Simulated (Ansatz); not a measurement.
`C[SiH]1NB1O` → `[CH2]` (triplet) + `OB1N[SiH2]1`  (formal loss of a carbene)

Program: Ansatz. Geometries: PBE0-D4/def2-TZVP. ΔE: electronic, gas phase. CBS: MP2 limit from def2 TZ/QZ plus the TZ coupled-cluster correction, frozen cores. This one scheme is used for every species. Functionals use def2-TZVPP. B3LYP here is the variant with VWN-RPA as its local correlation; programs differ in this. Triplets are unrestricted, without spin–orbit coupling. Each species was taken in one conformer, which may not be the lowest.

`C[SiH]1NB1O`:

```xyz
11

C    -0.379    1.513    1.153
Si    0.659    0.201    0.326
N    -0.126   -1.320   -0.083
B     0.267   -0.750   -1.298
O     0.205   -1.040   -2.618
H    -1.341    1.628    0.650
H     0.140    2.475    1.122
H    -0.558    1.268    2.203
H     1.936    0.055    1.083
H    -0.575   -2.153    0.267
H    -0.229   -1.878   -2.806
```

`[CH2]` (triplet):

Cartesian coordinates in Å:
```
C -0.158 0.014 0.226
H -0.126 -0.979 -0.195
H 0.284 0.965 -0.030
```

`OB1N[SiH2]1`:

Cartesian coordinates in Å:
```
O 0.175 1.218 1.734
B 0.020 0.400 0.671
N 0.442 0.292 -0.653
Si -0.602 -1.094 -0.368
H 0.749 1.971 1.562
H 1.019 0.775 -1.325
H -1.857 -1.134 -1.167
H 0.055 -2.426 -0.453
```

CCSD(T)/CBS gives +480.4 kJ/mol.

(1) Another level gave +467.9 kJ/mol. Which?
A. B3LYP-D4/def2-TZVPP
B. SCS-MP2/def2-TZVPP
C. PBE-D4/def2-TZVPP
D. CCSD(T)/def2-TZVPP

Largest T1 diagnostic among the species: 0.013.

Results:

(1) D. CCSD(T)/def2-TZVPP 467.9, SCS-MP2/def2-TZVPP 480.6, B3LYP-D4 472.1, PBE-D4 486.9 kJ/mol.

The D4 term adds +9.5 kJ/mol with B3LYP and +5.2 kJ/mol with PBE0; it sums over pairs of atoms, weighted by their polarisabilities, and B3LYP, whose exchange is more repulsive, gets the larger term. In def2-TZVPP, CCSD(T) changes the Hartree–Fock value by +138.9 kJ/mol (the triples alone add +11.5 kJ/mol) and MP2 by +154.0 kJ/mol. From PBE to PBE0 (25 % exact exchange), in def2-TZVPP and without D4, ΔE moves by −7.5 kJ/mol.
